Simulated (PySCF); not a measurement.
## Si3H9N3

Si3H9N3 is a small molecule, neutral, singlet. The structure was relaxed in the gas phase by PBE0-D3(BJ)/def2-SVP. No frequency run checks that it is a minimum.

SMILES: N1[SiH2]N[SiH2]N[SiH2]1

| atom | x (Å) | y (Å) | z (Å) |
| --- | --- | --- | --- |
| N1 | -1.205 | -1.110 | -0.548 |
| Si2 | -1.704 | 0.457 | 0.042 |
| N3 | -0.442 | 1.639 | -0.210 |
| Si4 | 1.197 | 1.271 | 0.223 |
| N5 | 1.163 | -0.417 | 0.667 |
| Si6 | 0.345 | -1.750 | -0.106 |
| H7 | -1.682 | -1.481 | -1.363 |
| H8 | -2.907 | 0.889 | -0.730 |
| H9 | -2.039 | 0.367 | 1.493 |
| H10 | -0.631 | 2.407 | -0.846 |
| H11 | 1.730 | 1.997 | 1.419 |
| H12 | 2.089 | 1.609 | -0.933 |
| H13 | 1.686 | -0.654 | 1.504 |
| H14 | 0.331 | -2.856 | 0.902 |
| H15 | 1.008 | -2.284 | -1.340 |

Shieldings: GIAO PBE0/pcSseg-1. Shifts are against computed references at the same level: H TMS (σ 31.27 ppm), Si TMS (σ 352.0 ppm). Core levels by delta-SCF with SCAN, pcX-2 on the ionised atom and pcseg-1 elsewhere, spin-free X2C (2p3/2 is the spin-free 2p value less a third of a first-order spin-orbit splitting); from the vacuum level, for chosen atoms.

(1) Give the shieldings and core levels atom by atom.

(2) By CAM-B3LYP/def2-SVPD (TDDFT singlets, Tamm-Dancoff triplets, ionisation by delta-SCF), where does absorption start, and what does vertical ionisation take?

Answers

(1) 
| atoms | bonded to | σ (ppm) | δ (ppm) | core level (eV) |
| --- | --- | --- | --- | --- |
| N1 | 2 Si + 1 H | 224.3 | - | 1s 403.91 |
| Si2 | 2 N + 2 H | 390.8 | -38.8 | 2p3/2 106.99 |
| N3 | 2 Si + 1 H | 224.9 | - | 1s 403.91 |
| Si4 | 2 N + 2 H | 384.8 | -32.8 | 2p3/2 107.06 |
| N5 | 2 Si + 1 H | 234.5 | - | 1s 404.14 |
| Si6 | 2 N + 2 H | 385.0 | -33.0 | - |
| H7 | 1 N | 30.42 | 0.84 | - |
| H8 | 1 Si | 26.53 | 4.74 | - |
| H9 | 1 Si | 25.97 | 5.30 | - |
| H10 | 1 N | 30.55 | 0.71 | - |
| H11 | 1 Si | 26.01 | 5.26 | - |
| H12 | 1 Si | 25.85 | 5.42 | - |
| H13 | 1 N | 30.60 | 0.66 | - |
| H14 | 1 Si | 26.01 | 5.25 | - |
| H15 | 1 Si | 25.88 | 5.39 | - |

Values are those of this one static structure; atoms that internal rotation interchanges would show their mean in an NMR spectrum.

(2) The lowest singlet lies at 6.54 eV (f 0.018), the strongest of the first 6 at 7.33 eV (f 0.022), the lowest triplet at 6.23 eV; vertical ionisation takes 9.26 eV.
